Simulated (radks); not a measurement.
Results of a calculation; reference values are marked as such.
Spin polarisation of the 3d1 shell in neutral scandium. Start: [Ar] 3d(up 0.5, down 0.5) 4s2; electrons of 3d are moved from spin down to spin up, other shells keep equal spins. Level of theory: scalar-relativistic Kohn-Sham, r2SCAN, spin-polarised, spherical densities, finite nucleus; meta-GGA in the generalised Kohn-Sham scheme; Fermi nuclear charge, rms radius of each element as measured or else 0.836 A^(1/3) + 0.57 fm (a radial shooting solver on a logarithmic mesh with Libxc functionals). Estimate the energy gained and the exchange splitting at a moment of 1 Bohr magnetons.

Answer. At moment 1 the spin-polarisation energy is -0.243 eV and the 3d exchange splitting 0.964 eV, that is 0.964 eV per Bohr magneton; E = -I m^2/4 would give I = 0.973 eV.
